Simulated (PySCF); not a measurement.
**Electron correlation in As⁺ (arsenic, charge +1)**

[Ar] 3d10 4s2 4p2, high-spin 3P determinant. Computed with PySCF 2.14 in cc-pVTZ-DK (6s5p3d1f, 43 functions), with the spin-free X2C one-electron Hamiltonian (Gaussian nucleus). Frozen: [Ar] 3d10; 4 electrons correlated.

MP2 pair energies summed by pair of shells (mhartree):

```tsv
pair	energy	share (%)
4s-4p	-33.06	61.8
4s-4s	-15.22	28.4
4p-4p	-5.23	9.8
```

Total MP2 correlation energy: -53.51 mhartree.

Same-spin part -8.94 and opposite-spin part -44.57 mhartree; SCS-MP2 scales them by 1/3 and 6/5 to -56.46 mhartree.

| level | correlation energy (mhartree) |
| --- | --- |
| CCSD | -68.81 |
| (T) | -1.60 |
| CCSD(T) | -70.41 |

Diagnostics: T1 = 0.0073, D1 = 0.0194, largest double amplitude 0.091.

Cost of the coupled-cluster step: 0.61 s of wall time on 1 thread of Neoverse-N1 (shared host), for 4 correlated electrons.

Iterations:

```
CC2 = 0
CCSD nocc = (np.int64(3), np.int64(1)), nmo = (29, 29)
frozen orbitals [[0, 1, 2, 3, 4, 5, 6, 7, 8, 9, 10, 11, 12, 13], [0, 1, 2, 3, 4, 5, 6, 7, 8, 9, 10, 11, 12, 13]]
max_cycle = 100
direct = 0
conv_tol = 1e-08
conv_tol_normt = 1e-06
diis_space = 8
diis_start_cycle = 0
Init t2, MP2 energy = -0.0535141268110962
Init E_corr(UCCSD) = -0.0535141268175238
cycle = 1  E_corr(UCCSD) = -0.064476508200552  dE = -0.0109623814  norm(t1,t2) = 0.0424782
cycle = 2  E_corr(UCCSD) = -0.0672753291518912  dE = -0.00279882095  norm(t1,t2) = 0.0154248
cycle = 3  E_corr(UCCSD) = -0.0688177601072201  dE = -0.00154243096  norm(t1,t2) = 0.00677012
cycle = 4  E_corr(UCCSD) = -0.0688027153647173  dE = 1.50447425e-05  norm(t1,t2) = 0.00110371
cycle = 5  E_corr(UCCSD) = -0.0688089933351692  dE = -6.27797045e-06  norm(t1,t2) = 0.000140991
cycle = 6  E_corr(UCCSD) = -0.0688075833239558  dE = 1.41001121e-06  norm(t1,t2) = 2.8245e-05
cycle = 7  E_corr(UCCSD) = -0.0688082665184423  dE = -6.83194487e-07  norm(t1,t2) = 3.59699e-06
cycle = 8  E_corr(UCCSD) = -0.068808075623269  dE = 1.90895173e-07  norm(t1,t2) = 7.38849e-07
cycle = 9  E_corr(UCCSD) = -0.0688080980189995  dE = -2.23957305e-08  norm(t1,t2) = 1.42213e-07
cycle = 10  E_corr(UCCSD) = -0.0688080997674085  dE = -1.74840896e-09  norm(t1,t2) = 2.90609e-08
UCCSD converged
E(UCCSD) = -2258.737221017074  E_corr = -0.06880809976740847
UCCSD(T) correction = -0.00160401272231833
```
